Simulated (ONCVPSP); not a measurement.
Which change was made? (La, ONCV)

ONCVPSP 4.0.1 input, shortened (lines: element, Z, core and valence counts, functional; n l f; lmax; l rc ep ncon nbas qcut; lloc lpopt rc5 dvloc0; l nproj debl; icmod fcfact rcfact), PBEsol, scalar-relativistic:

```
  La 57.00    9    4  -116133      upf
    1    0    2.00
    2    0    2.00
    2    1    6.00
    3    0    2.00
    3    1    6.00
    3    2   10.00
    4    0    2.00
    4    1    6.00
    4    2   10.00
    5    0    2.00
    5    1    6.00
    5    2    1.50
    6    0    1.50
    3
    0    2.70    0.00    5    8    5.00
    1    2.85    0.00    5    8    4.40
    2    2.90    0.00    4    8    3.00
    3    2.95    0.12    4    7    4.30
    4    5    2.35    4.00
    0    2    0.60
    1    1    3.50
    2    1    0.70
    3    2    2.10
    0    0.00    0.00
```

In the f channel the program set the typed energies aside and used -0.130, 1.970 Ha.

Cutoffs, loose and tight: the cutoffs (Ha) at which the residual kinetic energy of the hardest occupied pseudo-wave falls to 1 and 0.1 mHa per electron. They do not see the model core or the augmentation charge, which bear on the density cutoff. Test errors are all-electron minus pseudo excitation energies from the reference, over the configurations 5s2 5p6 5d1 6s2; 5s2 5p6 5d1 6s1; 5s2 5p6 5d1 6s0; 4f1 5s2 5p6 5d0 6s1; variants that change the core or the reference have their own tests.

The base gives: outcome: generated, projector energies reset by the program; cutoff, loose: 8.9 Ha; cutoff, tight: 24 Ha; bound ghosts: none; GHOST(+) flags above zero: none; largest test error (meV): +1404.

(1) After one change the result is: outcome: generated, projector energies reset by the program; cutoff, loose: 8.9 Ha; cutoff, tight: 24 Ha; bound ghosts: s; GHOST(+) flags above zero: p, d; largest test error (meV): +1244. Which change was it?
A. all radii scaled by about 1.18 (s 3.18, p 3.36, d 3.42, f 3.48 bohr); local potential polynomial inside 2.76 bohr (lpopt 5, dvloc0 4 Ha)
B. s: qcut 3.2
C. f: rc 2.7, qcut 4.7, nproj 0; local potential the f channel

Results:

(1) C. The others give: all radii scaled by about 1.18 (s 3.18, p 3.36, d 3.42, f 3.48 bohr); local potential polynomial inside 2.76 bohr (lpopt 5, dvloc0 4 Ha) → outcome: generated, projector energies reset by the program; cutoff, loose: 7.0 Ha; cutoff, tight: 16 Ha; bound ghosts: none; GHOST(+) flags above zero: none; largest test error (meV): +1527 | s: qcut 3.2 → outcome: generated, projector energies reset by the program; cutoff, loose: 11 Ha; cutoff, tight: 24 Ha; bound ghosts: none; GHOST(+) flags above zero: s; largest test error (meV): +1407.
